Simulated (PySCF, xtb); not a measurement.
SnI4, SMILES [I][Sn]([I])([I])[I].

GFN2-xTB run with xtb 6.7.1 at its own geometry gives an orbital gap of 1.26 eV and a dipole moment of 0.00 D.

The structure is a stationary point at PBE0-D3(BJ)/def2-SVP. The isomer is the one that the SMILES or the coordinates give; other isomers of the formula were not compared. The def2 effective core potentials stand for the cores of I, Sn; spin–orbit coupling is left out.

Q: What does ωB97X/def2-TZVP (PySCF) give? (An estimate is asked for; the answer gives what the named calculation found.)

A: gap 8.18 eV (levels -10.09 and -1.92 eV), dipole 0.00 D.
